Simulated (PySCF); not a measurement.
# The Ru–Cl bond energy of RuCl₃

All numbers come from PBE0/[Ru def2-TZVP with ECP28, Cl def2-TZVP], scalar-relativistic core potentials, density fitting, no spin–orbit coupling, PySCF.

Each entry is the lowest minimum that a search over a few typed start shapes (and spin states, where more than one is plausible) found, or that minimum re-optimised at the stated level; isomers with ligand–ligand bonds, or fragments after loss of a ligand pair, can lie lower.

Total energies (Eh), which compare only within these settings: Cl atom -459.99741.

```json
{"species": "RuCl₂", "2S+1": "5", "group": "D∞h", "E (Eh)": "-1015.07402", "ZPE (kJ/mol)": "5.5"}
{"species": "RuCl₃", "2S+1": "4", "group": "C2v", "E (Eh)": "-1475.16073", "ZPE (kJ/mol)": "9.1"}
```

(1) What are De and D0 for RuCl₃ → RuCl₂ + Cl?

Results:

(1) De = [(-1015.07402) + (-459.99741) − (-1475.16073)] × 2625.5 = 234 kJ/mol. The zero-point energy changes by -3.6 kJ/mol, so D0 = 231 kJ/mol.

Atoms and open shells are unrestricted, without spin–orbit or basis-set superposition corrections.

One determinant describes each species, so states of open d or f shells may be missed.
